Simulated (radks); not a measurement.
Values are calculated unless marked as measured or tabulated.
Q: Valence configurations of Er I (all share [Xe]). Code: a radial shooting solver on a logarithmic mesh with Libxc functionals. Model: Dirac Kohn-Sham, BLYP, spin-unpolarised, spherical densities, point nucleus; open shells fill j = l - 1/2 first. Order these by energy: 4f11 5d1 6s2; 4f12 5d2; 4f11 5d0.5 6s2 6p0.5; 4f12 6s1 6p1; 4f11.5 6s2 6p0.5; 4f12 6s2; 4f12 6s1.5 6p0.5; 4f11 6s2 6p1; 4f10 5d0.5 6s2 6p1.5; 4f12 6p2.

A: From the lowest, in eV above it: 4f12 6s2 0.000; 4f12 6s1.5 6p0.5 1.302; 4f11.5 6s2 6p0.5 1.543; 4f12 6s1 6p1 2.658; 4f11 5d1 6s2 3.870; 4f11 5d0.5 6s2 6p0.5 4.351; 4f11 6s2 6p1 5.146; 4f12 6p2 5.519; 4f12 5d2 5.797; 4f10 5d0.5 6s2 6p1.5 17.178. NIST lists [Xe] 4f12 6s2 as the ground configuration; this level of theory agrees among the configurations tried. The energies are those of spherical spin-averaged densities, not of single terms.
